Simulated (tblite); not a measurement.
Species: C7H5F5.
Atom-mapped SMILES: `[F:1][C:2]([F:3])([F:4])[C:5]([F:6])([F:7])[C:8]1=[CH:9][CH2:10][CH:11]=[CH:12]1` (hydrogens: H13 on C9; H14, H15 on C10; H16 on C11; H17 on C12)

Structure used (GFN2-xTB), in Å, numbered top down from 1:
```xyz
17
C7H5F5 angstrom
F      2.0979    1.1107    1.3480
C      2.3233    0.1073    0.4969
F      2.0942   -1.0324    1.1579
F      3.6132    0.1336    0.1753
C      1.3941    0.2090   -0.7454
F      1.7915   -0.7424   -1.6271
F      1.6418    1.4033   -1.3441
C     -0.0396    0.0532   -0.3604
C     -0.8130   -1.0234   -0.5826
C     -2.1625   -0.7658   -0.0128
C     -2.0339    0.6060    0.5566
C     -0.7948    1.0700    0.3490
H     -0.5303   -1.9295   -1.0832
H     -2.9401   -0.8209   -0.7769
H     -2.4193   -1.5019    0.7513
H     -2.8392    1.1128    1.0530
H     -0.3903    2.0225    0.6345
```

Method: GFN2-xTB as coded in tblite; computed harmonic values from a numerical Hessian at the method's own geometry, unscaled. This tight-binding method is rough: wavenumbers can miss measured ones by several per cent, in bad cases by 10 to 20. One conformer, not necessarily the lowest.

Harmonic wavenumbers (cm⁻¹): 26.3, 46.0, 81.2, 150.3, 183.2, 209.6, 288.8, 326.0, 336.7, 342.5, 362.4, 447.0, 483.2, 531.7, 550.1, 626.0, 673.2, 739.9, 768.8, 784.6, 826.2, 869.3, 888.4, 962.9, 991.6, 1029.5, 1035.9, 1055.0, 1078.8, 1095.9, 1099.7, 1113.7, 1175.3, 1196.6, 1233.2, 1265.7, 1343.8, 1371.0, 1565.0, 1644.9, 2962.8, 2987.0, 3150.5, 3160.0, 3164.8.

A = 1643, B = 699.2, C = 664.2 MHz; mass 184.031 u (most abundant isotopes); point group C1, symmetry number 1.

Q: Zero-point energy?

A: ½Σν̃ = 23113 cm⁻¹ = 276.49 kJ/mol.

Q: Entropy at 400 K, 1 bar (ideal gas, RRHO, classical rotation)?

A: Translation 180.00, rotation 130.95, vibration 189.56: S = 500.5 J/(mol K).

Q: And Cp and H(400 K) − H(0)?

A: Cp = 219.69 J/(mol K), of which vibrations give 186.43 (their classical limit is 45 R = 374.2); H(400 K) − H(0) = 51.65 kJ/mol without the zero-point energy, 38.34 from vibrations.

Q: Which modes carry the vibrational entropy at 400 K?

A: 26.3 cm⁻¹: 27.92; 46.0 cm⁻¹: 23.28; 81.2 cm⁻¹: 18.58; 150.3 cm⁻¹: 13.53; 183.2 cm⁻¹: 11.93; 209.6 cm⁻¹: 10.86 J/(mol K); the other 39 give 83.46 together.

Q: Blend soft modes into free rotors: weight 1/[1 + (100 cm⁻¹/ν̃)⁴] for the oscillator and the rest for a rotor with moment μB/(μ + B), μ = h/(8π²ν), B = 10⁻⁴⁴ kg m². What vibrational entropy results?

A: 170.21 J/(mol K) in place of 189.56, which changes −T·S at 400 K by +7.74 kJ/mol.

Q: What must be added to the electronic energy to get the Gibbs energy at 400 K and 1 bar?

A: ZPE + [H(400 K) − H(0)] − T·S = 276.49 + 51.65 − 200.21 = 127.93 kJ/mol.

Hindered rotation and anharmonicity are outside this model. Other conformers, if any are populated, would add a mixing term that is left out. The structure is chiral; the term R ln 2 for an equal mix with its mirror image is left out.
